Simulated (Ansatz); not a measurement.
```yaml
crystal:
  periodic: [false, false, false]
  atoms:
    - {symbol: C, position_ang: [-1.585936, 0.816334, -0.015823]}
    - {symbol: Si, position_ang: [0.079704, 0.065404, -0.374935]}
    - {symbol: C, position_ang: [0.656729, -1.024358, 1.023037]}
    - {symbol: S, position_ang: [-0.169298, -1.019746, -2.202843]}
    - {symbol: S, position_ang: [1.571099, 1.556639, -0.785182]}
    - {symbol: H, position_ang: [-1.534147, 1.433454, 0.884818]}
    - {symbol: H, position_ang: [-1.910248, 1.451062, -0.842431]}
    - {symbol: H, position_ang: [-2.337204, 0.038310, 0.144212]}
    - {symbol: H, position_ang: [0.772430, -0.444777, 1.943459]}
    - {symbol: H, position_ang: [1.617887, -1.485572, 0.788775]}
    - {symbol: H, position_ang: [-0.073164, -1.816887, 1.206431]}
    - {symbol: H, position_ang: [1.111754, -1.420066, -2.265431]}
    - {symbol: H, position_ang: [1.820694, 1.815303, 0.510811]}
basis:
  gaussian: {orbitals: def2-TZVP, fitting: {mean_field: def2-universal-jkfit}, final_grid: {core_spheres: 20, valence_spheres: 16, degree: 47}}
hamiltonian: {xc: {name: M06-2X}, dispersion: d4}
scf: {lower_state_search: light}
output: {forces: true}
```

```sh
$ ansatz run in.yaml --threads 4 --pin off --events-out ev --progress --plain --max-ram 10444MiB
```

Output, abridged:

```
Error: YAML parse error: error: line 19 column 19: hamiltonian.xc: no functional is named "M06-2X"; the names, which are not case-sensitive, are SVWN5, SPW92, PBE, PBE0, PBEsol, revPBE, revPBE0, RPBE, rPW86-PBE, HSE06, wPBEh, LC-wPBE, HISS, HF, BLYP, B3LYP, B3LYP5, BHLYP, CAM-B3LYP, r2SCAN, r2SCANh, r2SCAN0, r2SCAN50, m-r2SCAN, B97, wB97, wB97X, wB97X-V, B97M-V, wB97M-V, B2PLYP, B2GP-PLYP, PBE0-DH, PBE-QIDH
17 | basis:
18 |   gaussian: {orbitals: def2-TZVP, fitting: {mean_field: def2-universal-jkfit}, fina…
19 | hamiltonian: {xc: {name: M06-2X}, dispersion: d4}
20 | scf: {lower_state_search: light}
21 | output: {forces: true}
```

**Question.** What is wrong with this run?

**Answer.** The method's name isn't one that the program takes here. The program refused the input.

HSE06 is defined as in plane-wave codes.
